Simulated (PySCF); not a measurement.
InHFBr, SMILES [F][InH][Br]. Atoms are numbered in the order given.

```xyz
4

In    -0.3055     0.7930     0.0000
H     -1.7817     1.6191     0.0000
F      1.3719     1.7697     0.0000
Br     0.1258    -1.6116     0.0000
```

The structure is a stationary point at PBE0-D3(BJ)/def2-TZVP. The def2 effective core potentials stand for the cores of In; spin–orbit coupling is left out.

Method: TDDFT-LC-ωPBE/def2-SVPD run with PySCF 2.14.0.

Vertical excitations. Gas-phase values at a fixed geometry. State labels are in the subgroup Cs.

Question: Give excitation energies, oscillator strengths and character. (An estimate is asked for; the answer gives what the named calculation found.)

Answer: 
```tsv
state	symmetry	energy (eV)	λ (nm)	f	main pairs
S1	A'	6.14	202	0.038	HOMO→LUMO+1 89 %
S2	A"	6.25	198	0.015	HOMO−1→LUMO+1 82 %
S3	A"	6.36	195	0.014	HOMO→LUMO 83 %
S4	A'	6.75	184	0.001	HOMO−1→LUMO 81 %, HOMO−2→LUMO+1 12 %
S5	A"	6.85	181	0.008	HOMO−2→LUMO 90 %
S6	A'	7.49	166	0.314	HOMO−2→LUMO+1 58 %, HOMO−5→LUMO+1 11 %
S7	A"	7.98	155	0.012	HOMO−4→LUMO+1 73 %
S8	A"	8.08	153	0.046	HOMO−3→LUMO 81 %
S9	A'	8.22	151	0.147	HOMO−3→LUMO+1 34 %, HOMO−5→LUMO+1 15 %, HOMO−4→LUMO 12 %, HOMO→LUMO+3 11 %
S10	A'	8.27	150	0.005	HOMO−4→LUMO 51 %, HOMO−5→LUMO+1 23 %, HOMO→LUMO+3 9 %
T1	A'	5.57	223	0	HOMO→LUMO+1 78 %
T2	A"	5.81	214	0	HOMO−1→LUMO+1 85 %
T3	A'	5.97	208	0	HOMO−2→LUMO+1 71 %
T4	A"	6.09	204	0	HOMO→LUMO 63 %, HOMO−2→LUMO 24 %
```
Triplets are in the Tamm–Dancoff approximation, which puts them higher than full response would, so one can lie above its singlet here.
